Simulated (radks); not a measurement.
The numbers below are computed, except where a source is named.
Valence configurations of the bromine ion Br+ (all share [Ar]). Level of theory: Dirac Kohn-Sham, LDA (Slater exchange, Perdew-Wang correlation), spin-unpolarised, spherical densities, point nucleus; open shells fill j = l - 1/2 first (a radial shooting solver on a logarithmic mesh with Libxc functionals). Energies are relative to 3d10 4s2 4p4; eigenvalues in eV.

| valence | E (eV) | e(3d3/2) | e(3d5/2) | e(4p1/2) | e(4p3/2) | e(4s1/2) |
|---|---|---|---|---|---|---|
| 3d10 4s2 4p4 | 0.000 | -78.708 | -77.620 | -17.973 | -17.389 | -30.519 |
| 3d10 4s1.5 4p4.5 | 6.589 | -79.514 | -78.425 | -18.322 | -17.728 | -30.952 |
| 3d10 4s1 4p5 | 13.224 | -80.306 | -79.216 | -18.663 | -18.059 | -31.375 |
| 3d10 4s0.5 4p5.5 | 19.904 | -81.083 | -79.993 | -18.996 | -18.382 | -31.787 |
| 3d10 4p6 | 26.628 | -81.848 | -80.757 | -19.321 | -18.698 | - |
| 3d9.5 4s2 4p4.5 | 31.476 | -85.113 | -83.997 | -18.929 | -18.300 | -31.892 |
| 3d9.5 4s0.5 4p6 | 52.059 | -87.411 | -86.292 | -19.918 | -19.261 | -33.110 |
| 3d9 4s2 4p5 | 65.718 | -91.640 | -90.495 | -19.879 | -19.204 | -33.241 |
| 3d8.5 4s2 4p5.5 | 102.79 | -98.288 | -97.113 | -20.822 | -20.101 | -34.570 |
| 3d8 4s2 4p6 | 142.75 | -105.05 | -103.85 | -21.760 | -20.994 | -35.880 |

NIST lists [Ar] 3d10 4s2 4p4 as the ground configuration; this level of theory agrees among the configurations tried. The energies are those of spherical spin-averaged densities, not of single terms.
